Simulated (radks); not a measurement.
The numbers below are computed, except where a source is named.
Fe, 26 electrons, occupied as [Ar] 3d4.5 4s2 4p1.5 (fractional occupations, a model configuration). Level of theory: scalar-relativistic Kohn-Sham, r2SCAN, spin-polarised, spherical densities, finite nucleus; open shells are filled with parallel spins first; meta-GGA in the generalised Kohn-Sham scheme; Fermi nuclear charge, rms radius 3.7377 fm (a radial shooting solver on a logarithmic mesh with Libxc functionals).

X-ray form factor f0, the Fourier transform of the density (f0(0) = 26):

sin(theta)/lambda (1/angstrom),f0 (electrons)
0.05,25.177
0.1,23.286
0.15,21.238
0.2,19.427
0.25,17.846
0.3,16.405
0.4,13.790
0.5,11.569
0.6,9.834
0.8,7.671
1,6.542
1.25,5.596
1.5,4.734
2,3.206
